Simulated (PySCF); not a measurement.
**Potential energy of AlBr⁺ along the bond**

Set-up: basis Al def2-TZVPPD, Br def2-TZVPPD; no relativity; PySCF 2.14. Energies in eV from Al⁺ + Br in their ground configurations at the same level. State: ²Σ⁺ (doublet), unpaired electrons σ ↑.

All columns are PBE0. A positive dipole points towards Br; it is taken about the centre of mass and depends on that origin.

```tsv
R (Å)	E (eV)	μ (D)	Mulliken charge on Al (basis-dependent)	HOMO (eV)	LUMO (eV)	Mayer bond order	⟨S²⟩
1.883	-0.608	-5.27	0.69	-13.97	-10.32	1.84	0.75
1.970	-1.258	-5.76	0.72	-14.09	-10.50	1.77	0.75
2.058	-1.606	-6.25	0.77	-14.19	-10.68	1.69	0.75
2.123	-1.723	-6.61	0.80	-14.26	-10.81	1.63	0.75
2.189	-1.752	-6.97	0.84	-14.32	-10.94	1.57	0.75
2.255	-1.713	-7.31	0.87	-14.37	-11.05	1.50	0.75
2.342	-1.591	-7.73	0.91	-14.42	-11.19	1.41	0.76
2.452	-1.372	-8.19	0.95	-14.17	-11.33	1.29	0.76
2.583	-1.075	-8.63	0.97	-13.93	-11.43	1.13	0.76
2.758	-0.712	-9.06	0.97	-13.70	-11.46	0.89	0.77
```

A fit through these points gives, at Re = 2.181 Å, μ = -6.92 D and dμ/dR = -5.31 D/Å; the reduced mass is 20.11 u.

Task: How strong is the fundamental in the double-harmonic approximation, I = 42.26·(dμ/dR)²/μred km/mol?

Result: I = 42.26·(-5.31)²/20.11 = 59.3 km/mol at PBE0.

Spin–orbit coupling is left out. For an ion De counts to the pair picked by the measured ionisation energies or electron affinities, which need not be the lowest pair at this level. The state was picked by a PBE0 search and need not be the measured ground state.
